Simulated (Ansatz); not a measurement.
Ge(NCO)Me3 (C₄H₉GeNO), relaxed as a singlet with RKS PBE0-D4/def2-SVP in Ansatz, starting from the GFN2-xTB geometry. Force threshold 0.02 eV/Å.

Start:

```xyz
16

Ge   -0.0417   -0.0587   -0.0936
N     0.6300    0.7542    1.3836
C     1.0562    1.3313    2.3255
O     1.4767    1.8864    3.2529
C    -0.0874   -1.9871    0.3668
H    -0.4917   -2.5658   -0.4588
H    -0.7097   -2.1557    1.2411
H     0.9126   -2.3514    0.5837
C     1.2315    0.3762   -1.5515
H     0.9176   -0.0918   -2.4802
H     2.2275    0.0186   -1.3066
H     1.2824    1.4499   -1.7079
C    -1.8418    0.7345   -0.3516
H    -1.7698    1.8100   -0.4875
H    -2.4711    0.5402    0.5124
H    -2.3213    0.3091   -1.2281
```

```csv
step,energy (eV),largest force component (eV/Å),SCF passes
1,-64322.8759,1.555,17
2,-64322.9654,0.570,22
3,-64322.9751,0.235,23
4,-64322.9759,0.024,14
5,-64322.9759,0.016,13
```

Force components are those of the run's own axes.

End:

| atom | x (Å) | y (Å) | z (Å) |
| --- | --- | --- | --- |
| Ge1 | -0.0349 | -0.0523 | -0.0773 |
| N2 | 0.6451 | 0.7733 | 1.4160 |
| C3 | 1.0746 | 1.3570 | 2.3643 |
| O4 | 1.4992 | 1.9239 | 3.3006 |
| C5 | -0.0945 | -1.9504 | 0.3353 |
| H6 | -0.4987 | -2.5163 | -0.5175 |
| H7 | -0.7347 | -2.1309 | 1.2108 |
| H8 | 0.9150 | -2.3251 | 0.5578 |
| C9 | 1.1903 | 0.3550 | -1.5302 |
| H10 | 0.8496 | -0.1181 | -2.4635 |
| H11 | 2.1978 | -0.0178 | -1.2960 |
| H12 | 1.2480 | 1.4415 | -1.6890 |
| C13 | -1.8031 | 0.7033 | -0.3610 |
| H14 | -1.7345 | 1.7901 | -0.5134 |
| H15 | -2.4449 | 0.5127 | 0.5112 |
| H16 | -2.2746 | 0.2540 | -1.2481 |

By distances, no bond broke or formed. The bond that changes most is Ge1–C9, from 1.98 to 1.94 Å (atoms count from 1).

No frequencies were taken in this run, so the end may be a saddle point.

It took 47 s on 4 threads of Intel Xeon on a shared host.
